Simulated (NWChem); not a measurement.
MgNH₃; SMILES [NH2][MgH]

Program: NWChem. Pople sets run with spherical d functions. B3LYP is NWChem's, with the RPA form of VWN correlation. Each level has its own optimisation; frequencies are unscaled.

| level | r H–Mg (Å) | r Mg–N (Å) | r H–N (Å) | highest harmonic frequency (cm⁻¹) | lowest (cm⁻¹) | zero-point energy (kcal/mol) |
|---|---|---|---|---|---|---|
| Hartree-Fock/6-31G* | 1.714 | 1.895 | 1.001 | 3825 | 330 | 19.1 |
| Hartree-Fock/3-21G | 1.726 | 1.875 | 1.008 | 3715 | 314 | 19.3 |
| CAM-B3LYP/def2-SVP | 1.687 | 1.887 | 1.017 | 3648 | 335 | 18.2 |
| B3LYP/6-31G* | 1.706 | 1.897 | 1.015 | 3615 | 247 | 17.9 |
| PBE0-D3(BJ)/def2-TZVP | 1.698 | 1.888 | 1.009 | 3658 | 292 | 18.0 |
